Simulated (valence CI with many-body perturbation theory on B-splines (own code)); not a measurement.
# Hyperfine factors and g values of Ba43+

Computed by configuration interaction combined with many-body perturbation theory (CI+MBPT): three valence electrons over a frozen Dirac-Fock core [Ne], a basis of 11 s, 11 p, 9 d, 7 f, 5 g, 2 h, 1 i functions for each j, with the one-electron correlation potential Σ1 (screened to all orders), the two-electron term Σ2, the three-electron term Σ3, Breit, model QED; selected single and double excitations, second order for the rest (own B-spline code, finite nucleus).

The last digits are not significant, and no measured levels were compared; by estimate large intervals hold to a few tenths of a per cent, small ones and those within an open d or f shell to about a per cent.

A/g_I is the dipole constant over the nuclear g factor μ/I (μ in nuclear magnetons, uniformly magnetised nucleus), B/Q the quadrupole constant per barn. Both hold the static response of the core; the bare values leave it out. Large factors of s and p1/2 electrons are usually good to 5 to 10 %; those of open d and f shells near neutrality can be off by tens of per cent, and small factors of p3/2, d and f electrons come from cancelling terms and can be off by a factor of two or in sign, in half-filled shells by more. B is blank for J = 1/2, where it vanishes, and for nearly pure S terms. Energies count from the lowest level.

Levels are named by their leading jj configuration (3d3/2^4 stands for four electrons in 3d with j = 3/2), which in mixed levels can hold well under half, so a name can repeat and another be missing. Letters in brackets count levels of one name in rising energy.

| Level | E (Ry) | g | A/g_I (MHz) | A/g_I bare | B/Q (MHz/b) | B/Q bare |
| --- | --- | --- | --- | --- | --- | --- |
| (3s^2 3p1/2) J=1/2 | 0.000 | 0.656 | 548000 | 535000 |  |  |
| (3s^2 3p3/2) J=3/2 | 7.194 | 1.327 | 83900 | 83600 | 158000 | 155000 |
| (3s 3p1/2^2) J=1/2 | 7.896 | 2.274 | 1630000 | 1590000 |  |  |
| (3s 3p1/2 3p3/2) J=3/2 [a] | 13.712 | 1.665 | 420000 | 412000 | 128000 | 125000 |
| (3s 3p1/2 3p3/2) J=5/2 | 14.582 | 1.371 | 488000 | 477000 | 91000 | 89500 |
| (3s 3p1/2 3p3/2) J=3/2 [b] | 15.764 | 0.936 | 23000 | 24200 | 111000 | 110000 |
| (3s 3p1/2 3p3/2) J=1/2 | 16.360 | 1.193 | -483000 | -467000 |  |  |
| (3s^2 3d3/2) J=3/2 | 19.150 | 0.841 | 24200 | 25800 | 23300 | 24200 |
| (3s^2 3d5/2) J=5/2 | 20.006 | 1.280 | 123000 | 122000 | 6760 | 7990 |
| (3s 3p3/2^2) J=5/2 | 22.105 | 1.329 | 325000 | 318000 | 95700 | 94400 |
| (3s 3p3/2^2) J=1/2 | 23.592 | 1.847 | 1710000 | 1660000 |  |  |
| (3p1/2^2 3p3/2) J=3/2 | 23.768 | 1.235 | 58900 | 60600 | 129000 | 127000 |
| (3s 3p3/2^2) J=3/2 | 23.961 | 1.198 | -231000 | -222000 | -45400 | -44600 |
| (3s 3p1/2 3d3/2) J=3/2 [a] | 24.796 | 0.541 | -133000 | -128000 | 43400 | 43700 |
| (3s 3p1/2 3d3/2) J=5/2 | 25.404 | 1.048 | 435000 | 425000 | -3230 | -1850 |
| (3s 3p1/2 3d3/2) J=1/2 | 26.745 | 0.353 | -657000 | -637000 |  |  |
| (3s 3p1/2 3d3/2) J=3/2 [b] | 26.859 | 1.324 | 347000 | 341000 | 24200 | 24100 |
| (3s 3p1/2 3d5/2) J=5/2 [a] | 27.137 | 1.340 | 154000 | 152000 | 21500 | 22800 |
| (3s 3p1/2 3d5/2) J=7/2 | 27.644 | 1.254 | 323000 | 317000 | -5770 | -3820 |
| (3s 3p1/2 3d5/2) J=5/2 [b] | 28.220 | 1.095 | 55700 | 56400 | 30800 | 31600 |
| (3s 3p1/2 3d5/2) J=3/2 | 28.373 | 1.207 | -232000 | -222000 | -12700 | -11500 |
| (3p1/2 3p3/2^2) J=5/2 | 30.856 | 1.113 | 185000 | 183000 | 54200 | 53600 |
| (3p1/2 3p3/2^2) J=3/2 | 31.243 | 1.286 | -24600 | -20700 | 41900 | 41400 |
| (3p1/2 3p3/2^2) J=1/2 | 31.690 | 0.666 | 539000 | 524000 |  |  |
| (3s 3p3/2 3d3/2) J=3/2 [a] | 32.786 | 1.350 | 274000 | 270000 | -11600 | -12200 |
| (3s 3p3/2 3d3/2) J=5/2 [a] | 32.826 | 1.276 | 230000 | 227000 | 35300 | 34300 |
| (3s 3p3/2 3d3/2) J=1/2 [a] | 32.850 | 2.321 | 826000 | 808000 |  |  |
| (3s 3p3/2 3d3/2) J=7/2 | 33.001 | 1.301 | 279000 | 274000 | 109000 | 108000 |
| (3s 3p3/2 3d5/2) J=9/2 | 33.332 | 1.327 | 229000 | 225000 | 194000 | 193000 |
| (3s 3p3/2 3d5/2) J=3/2 [a] | 34.166 | 1.041 | -50500 | -46900 | -83000 | -81400 |
| (3s 3p3/2 3d5/2) J=5/2 [a] | 34.577 | 1.335 | 339000 | 332000 | -78000 | -76300 |
| (3p1/2^2 3d3/2) J=3/2 | 34.638 | 0.757 | 47400 | 47200 | 23500 | 24500 |
| (3s 3p3/2 3d3/2) J=3/2 [b] | 35.192 | 1.158 | -38200 | -34200 | -82700 | -81300 |
| (3s 3p3/2 3d5/2) J=7/2 [a] | 35.268 | 1.178 | 103000 | 103000 | 160000 | 159000 |
| (3s 3p3/2 3d3/2) J=5/2 [b] | 35.363 | 0.933 | -67600 | -63600 | 115000 | 115000 |
| (3s 3p3/2 3d3/2) J=1/2 [b] | 35.517 | 0.611 | 93900 | 92900 |  |  |
| (3s 3p3/2 3d5/2) J=7/2 [b] | 36.139 | 1.192 | 62900 | 63400 | 114000 | 113000 |
| (3s 3p3/2 3d5/2) J=1/2 | 36.730 | 0.678 | -316000 | -307000 |  |  |
| (3p1/2^2 3d5/2) J=5/2 | 36.831 | 1.192 | 14300 | 16800 | 19400 | 20800 |
| (3s 3p3/2 3d5/2) J=3/2 [b] | 37.185 | 1.303 | 393000 | 384000 | 48900 | 49000 |

(1) Take the isotope of mass number 135, with I = 3/2, μ = 0.8381 μN and Q = 0.153 b. What is the hyperfine structure of (3s 3p1/2 3p3/2) J=1/2?

Results:

(1) From the table A = -270000 MHz. Shifts from the centre of gravity in MHz: F = 1: 338000, F = 2: -202000.
